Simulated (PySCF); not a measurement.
C2H2N3, SMILES C1N=C[N]N=1, multiplicity 2.

The structure is a stationary point at B3LYP-D3(BJ)/def2-SVP. A frequency run showed that this geometry is not a minimum. The isomer is the one that the SMILES or the coordinates give; other isomers of the formula were not compared.

Method: PySCF 2.14.0 with B3LYP-D3(BJ)/def2-SVP.

Harmonic, unscaled wavenumbers; measured fundamentals usually lie a few per cent lower.

### Question
Estimate the vibrational spectrum. (The exact figures need the calculation; the answer reports its results.)

### Answer

| mode | ν (cm⁻¹) | IR (km/mol) | moving atoms (share of kinetic energy) |
|---|---|---|---|
| 1 | 625i | 337.9 | C 57 %, N 43 % |
| 2 | 325 | 302.6 | N 68 %, C 31 % |
| 3 | 502 | 0.0 | N 75 %, C 23 % |
| 4 | 791 | 29.0 | H 95 % |
| 5 | 835 | 0.0 | H 79 %, C 19 % |
| 6 | 970 | 0.8 | N 64 %, C 31 % |
| 7 | 1124 | 64.1 | H 69 %, N 17 %, C 13 % |
| 8 | 1145 | 0.1 | N 50 %, C 29 %, H 20 % |
| 9 | 1252 | 9.4 | C 60 %, N 33 % |
| 10 | 1263 | 0.0 | H 68 %, C 22 %, N 10 % |
| 11 | 1348 | 24.2 | N 52 %, C 43 % |
| 12 | 1403 | 8.2 | C 49 %, N 29 %, H 22 % |
| 13 | 1627 | 25.3 | N 94 % |
| 14 | 3281 | 1.8 | H 92 %, C 8 % |
| 15 | 3288 | 0.5 | H 91 %, C 9 % |
